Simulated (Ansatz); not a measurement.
**What each rung costs, and what it gives**

Saddle point of SiN2H5Br, closed shell (SiN₂H₅Br ([NH2][Si]([NH3])[Br]) → SiN₂H₅ ([NH2][Si][NH3]) + Br; bonds broken: Si1–Br2), PBE0-D4/def2-TZVP structure:

Si1  (1.066, 0.852, -0.444)
Br2  (-0.776, -2.171, -1.086)
H3  (0.118, -1.235, 0.259)
N4  (0.682, -0.446, 0.865)
N5  (-0.548, 1.307, -0.655)
H6  (0.066, -0.129, 1.609)
H7  (1.503, -0.876, 1.278)
H8  (-0.781, 2.017, -1.333)
H9  (-1.329, 0.680, -0.493)
(Å)

Barriers are electronic and count from the start structure reached by relaxing down the imaginary mode.

Program: Ansatz 0.2.0. Basis: as named in each row. Cores are frozen in the correlated methods. Filled d shells of the heavier atoms are correlated. The def2 sets are not built for correlating such inner shells, so the correlated values are less sure here. B3LYP uses VWN-RPA correlation. Extrapolation: Hartree–Fock as exp(−7.88 √X), correlation as X^−2.97.

Times are rough, for one single point on 4 threads of a shared host (Arm Neoverse V2).

The estimate by CCSD(T) at an estimated basis limit (MP2 extrapolated from triple and quadruple zeta, plus CCSD(T) − MP2 in triple zeta) is 0.996 eV.

```tsv
method	basis	time (s)	barrier (eV)	method less estimate
HF	STO-3G	under 1	1.693	0.697
PBE-D4	STO-3G	under 1	0.963	-0.033
SPW92	def2-SVP	under 1	0.807	-0.189
B3LYP-D4	6-31G	under 1	0.526	-0.470
PBE-D4	def2-SVP	under 1	0.869	-0.127
PBE0-D4	def2-SVP	1	0.974	-0.022
SPW92	def2-TZVPP	1	0.814	-0.182
PBE-D4	def2-TZVPP	2	0.880	-0.116
BLYP-D4	def2-TZVPP	2	0.779	-0.217
BHLYP-D4	def2-TZVPP	3	0.950	-0.046
B3LYP-D4	def2-TZVPP	3	0.858	-0.138
CAM-B3LYP-D4	def2-TZVPP	3	0.876	-0.120
PBE0-D4	def2-TZVPP	3	0.968	-0.028
r2SCAN-D4	def2-TZVPP	4	0.909	-0.087
r2SCAN0-D4	def2-TZVPP	4	0.975	-0.022
wB97M-V	def2-SVP	5	0.979	-0.017
CCSD(T)	def2-SVP	6	0.954	-0.042
B2PLYP	def2-TZVPP	6	0.901	-0.095
PBE-QIDH	def2-TZVPP	6	1.019	0.023
RPA on PBE	def2-TZVPP	7	0.957	-0.039
wB97X-V	def2-TZVPP	8	0.993	-0.003
wB97M-V	def2-TZVPP	8	0.973	-0.023
B97M-V	def2-TZVPP	9	0.959	-0.037
MP2	def2-QZVPP	22	1.004	0.008
CCSD(T)	def2-TZVPP	130	0.963	-0.033
```

All methods are single points on the PBE0-D4 structures.

The T1 diagnostic stays at or below 0.013.

Labels in which every atom is bracketed show which atoms are joined, not bond orders.
